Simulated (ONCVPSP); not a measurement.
# Before and after: ONCV potential for Li (Z = 3)

```json
{"Element": "Li", "Generator": "ONCVPSP 4.0.1", "Type": "optimised norm-conserving Vanderbilt (ONCV)", "Functional": "PBEsol", "Relativity": "scalar-relativistic", "Frozen core": "none", "Valence charge": "3", "Reference configuration": "1s2 2s1", "Partial waves": "1s+2s: rc 1.00 bohr, ncon 3, nbas 6, qcut 14.6 1/bohr, 2 projectors; p scattering state at 0.37 Ha: rc 0.95 bohr, ncon 4, nbas 7, qcut 9 1/bohr, 2 projectors, debl 1.3 Ha; d scattering state at 0.3 Ha: rc 1.00 bohr, ncon 4, nbas 7, qcut 8.9 1/bohr, 1 projector", "Local potential": "polynomial inside 0.85 bohr (lpopt 5, dvloc0 0 Ha)", "Core correction": "none"}
```

All-electron outer shells of the reference configuration (PBEsol, scalar-relativistic, ld1.x):

```tsv
shell	level (eV)	outermost node (bohr)	outermost maximum (bohr)
1s	-51.37	–	0.36
2s	-2.82	0.84	3.16
```

Change: all radii scaled by about 1.32 (s 1.32, p 1.26, d 1.32 bohr); local potential polynomial inside 1.12 bohr (lpopt 5, dvloc0 0 Ha).

Cutoffs: the cutoffs (Ha) at which the residual kinetic energy of the hardest occupied pseudo-wave falls to 1 and 0.1 mHa per electron; they do not see the model core or the augmentation charge, which bear on the density cutoff. Errors are all-electron minus pseudo energies relative to the spin-unpolarised reference configuration.

Question: Predict the effect on cutoff, ghosts and configuration errors.

Answer: The potential gets softer (56 Ha and 68 Ha → 37 Ha and 44 Ha); of the 4 tests that both files solve, the error grows in 1 and shrinks in 0 by more than 15 % and 0.3 meV (median size 0.2 → 0.3 meV); neither file shows a bound ghost. A larger radius leaves more room for a smooth pseudo-wave, so fewer plane waves are needed.

| quantity | base | changed |
| --- | --- | --- |
| cutoff, loose | 56 Ha | 37 Ha |
| cutoff, tight | 68 Ha | 44 Ha |
| bound ghosts | none | none |
| GHOST(+) flags under 300 eV | none | none |
| error for 1s2 2s0, meV [ΔE 5.19 eV] | +0.2 | +0.3 |
| error for 1s2 2s0.5, meV [ΔE 2.01 eV] | 0.0 | 0.0 |
| error for 1s2 2s0 2p1, meV [ΔE 1.76 eV] | +0.2 | +0.4 |
| error for 1s1 2s1, meV [ΔE 67.78 eV] | +452 | +1026 |
